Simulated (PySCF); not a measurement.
Ge(H)2(vinyl)2 (C₄H₈Ge), SMILES C=[CH][GeH2][CH]=C. Atoms are numbered in the order given.

```xyz
13

Ge     0.0000     0.0000     0.5054
C     -1.5252     0.4744    -0.6002
C     -2.6892    -0.1890    -0.5757
C      1.5252    -0.4744    -0.6002
C      2.6892     0.1890    -0.5757
H     -0.4290    -1.1879     1.3871
H      0.4290     1.1879     1.3871
H     -1.4154     1.3232    -1.2899
H     -3.5325     0.0923    -1.2191
H     -2.8547    -1.0445     0.0911
H      1.4154    -1.3232    -1.2899
H      3.5325    -0.0923    -1.2191
H      2.8547     1.0445     0.0911
```

Geometry: r2SCAN-D4/def2-SVP. One conformer was computed; it need not be the lowest.

Two levels are set side by side: PBE/pcSseg-1 (PySCF) and PBE0/pcSseg-1 (PySCF). GIAO shifts against GeH4 (⁷³Ge), TMS (¹H), TMS (¹³C) at the same level; non-relativistic, no solvent, atoms listed together averaged. Differences are taken from unrounded values.

| quantity | PBE0 |
|---|---|
| δ(⁷³Ge) of Ge1 (ppm) | 211.7 |
| δ(¹³C) of C2, C4 (ppm) | 146.0 |
| δ(¹³C) of C3, C5 (ppm) | 145.8 |
| δ(¹H) of H6, H7 (ppm) | 4.75 |
| δ(¹H) of H8, H11 (ppm) | 6.76 |

Question: What does PBE give, and how far is it from PBE0? (Estimate from the structure and the level; the computed values follow.)

Answer: 
```csv
quantity,PBE,PBE minus PBE0
δ(⁷³Ge) of Ge1 (ppm),228.5,16.8
"δ(¹³C) of C2, C4 (ppm)",145.9,-0.2
"δ(¹³C) of C3, C5 (ppm)",143.1,-2.7
"δ(¹H) of H6, H7 (ppm)",4.84,0.08
"δ(¹H) of H8, H11 (ppm)",6.78,0.02
```

Rough cost on one machine, each run with all the roots and properties that it gave: PBE0 against PBE within a factor of 2.
